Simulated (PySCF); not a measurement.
2,2-difluoro-4-methyl-1,3-dioxole (C4H4F2O2), SMILES CC1=COC(F)(F)O1.

The structure is a stationary point at PBE0-D3(BJ)/def2-SVP. Other conformers were not sampled.

Vertical ionisation energy (IE) and electron affinity (EA) in eV. Rows of orbital energies are one-electron estimates. Where ΔSCF, EOM or ADC give a negative EA the extra electron is unbound and the value depends on the basis.

```csv
level,IE,EA
"−ε(HOMO), −ε(LUMO), CAM-B3LYP/def2-TZVP (PySCF)",8.17,-1.51
"−ε(HOMO), −ε(LUMO), PBE/def2-TZVP (PySCF)",5.51,0.55
```
